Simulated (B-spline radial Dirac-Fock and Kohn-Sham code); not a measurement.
## Elastic and transport cross sections of sulfur for electrons

Calculated with a radial B-spline solver, using relativistic (Dirac) partial waves in the static field of the Dirac-Fock atom with Furness-McCarthy exchange, without polarisation or absorption potentials. σ_tr1 and σ_tr2 weight the cross section with 1 − P₁ and 1 − P₂ of cos θ; "backward" is the share scattered beyond 90°.

```tsv
energy (eV)	σ (a₀²)	σ_tr1 (a₀²)	σ_tr2 (a₀²)	σ/σ_tr1	backward (%)
3000	2.35	0.106	0.216	22.1	0.88
3050	2.32	0.103	0.211	22.4	0.86
3540	2.07	0.0812	0.169	25.5	0.71
5000	1.57	0.0458	0.0999	34.3	0.46
5570	1.44	0.0382	0.0843	37.6	0.40
6490	1.27	0.0295	0.0661	43.0	0.33
7520	1.12	0.0229	0.0521	48.8	0.27
8160	1.04	0.0199	0.0456	52.4	0.25
9310	0.933	0.0159	0.0367	58.8	0.21
10000	0.878	0.0140	0.0326	62.5	0.19
11000	0.808	0.0119	0.0278	68.0	0.17
14200	0.646	0.00760	0.0181	85.0	0.13
16900	0.554	0.00560	0.0135	99.0	0.10
17500	0.537	0.00526	0.0127	102	0.10
20000	?	?	?	?	?
22300	0.434	0.00343	0.00839	126	0.075
28900	0.345	0.00217	0.00537	159	0.055
30000	0.334	0.00203	0.00503	165	0.053
```

Problem. Fill in the row for 20 keV.

Solution. σ = 0.477 a₀², σ_tr1 = 0.00416 a₀², σ_tr2 = 0.0101 a₀², σ/σ_tr1 = 115, backward 0.085 %. The ratio σ/σ_tr1 is roughly the number of elastic collisions that randomise the direction.
